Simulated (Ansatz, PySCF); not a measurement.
Torsion H4–S1–Pb2–I3 in HIPbS (SMILES [SH][Pb][I]); at each angle all else is relaxed with GFN2-xTB, and the levels are single points there.
Geometry at 0° (charge 0, multiplicity 1):
```tsv
atom	x (Å)	y (Å)	z (Å)
S	-1.6042	0.3704	-0.1515
Pb	0.6830	1.2966	-0.6852
I	2.2963	-0.6149	0.4169
H	-1.3002	-0.7432	0.4905
```

On the grid 0° to 330°, 270° is the highest and 0° the lowest point at CCSD(T)/CBS(def2-TZVPP, def2-QZVPP).

Rows in LANL2DZ carry no dispersion term and start afresh at each structure. LANL2DZ brings its own core potentials from Na on.

Programs: Ansatz (a first-principles code) with Gaussian orbitals; PySCF for LANL2DZ rows. Values without a source in brackets are computed. In def2 rows elements past Kr take small-core potentials, without spin–orbit coupling.

Predict the energy at 270° less that at 0° from wB97X-V/def2-TZVPP.

7.1 kcal/mol

Predict the energy at 270° less that at 0° from SVWN5/def2-TZVPP.

8.1 kcal/mol

Estimate the energy at 270° less that at 0° that B3LYP/LANL2DZ returns for this input.

7.5 kcal/mol
